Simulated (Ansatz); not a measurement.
AlBrH2 (SMILES [AlH2][Br]) moved off its minimum; all values from Ansatz (an electronic-structure program), cores frozen in correlated methods.
(charge 0, multiplicity 1)
```xyz
4

Al    -0.8067    -1.2866     0.2384
H     -0.3696    -2.3977     1.2513
H     -2.1015    -1.5050    -0.6957
Br     0.3547     0.5774    -0.1382
```

Give the forces (eV/Å), the total energy and the dipole at CCSD(T)/def2-TZVPPD.


```csv
atom,Fx,Fy,Fz
Al1,-0.815,-0.605,-0.498
H2,0.137,0.080,0.148
H3,0.355,0.110,0.320
Br4,0.323,0.414,0.030
```
Energy -2815.8465 hartree, dipole 0.89 D.
